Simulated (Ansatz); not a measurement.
BFH (SMILES [BH]F), charge 0, multiplicity 2, relaxed at each level with Ansatz (an electronic-structure program); harmonic frequencies from differences of analytic forces, average atomic masses, frozen cores. Open shells are unrestricted.

Q: Give the equilibrium geometry, the harmonic frequencies and the zero-point energy at MP2/cc-pVTZ.

A: 
(charge 0, multiplicity 2):
```xyz
3

B     -0.62184     0.41119     0.03410
F      0.52826    -0.20790    -0.01627
H     -1.65269    -0.19230    -0.02479
```
Frequencies (cm⁻¹): 1035, 1347, 2616. Zero-point energy 7.14 kcal/mol.

Q: Give the equilibrium geometry, the harmonic frequencies and the zero-point energy at CCSD(T)/cc-pVTZ.

A: 
(charge 0, multiplicity 2):
```xyz
3

B     -0.61917     0.41273     0.03425
F      0.52874    -0.20789    -0.01627
H     -1.65583    -0.19385    -0.02495
```
Frequencies (cm⁻¹): 1020, 1348, 2543. Zero-point energy 7.02 kcal/mol.
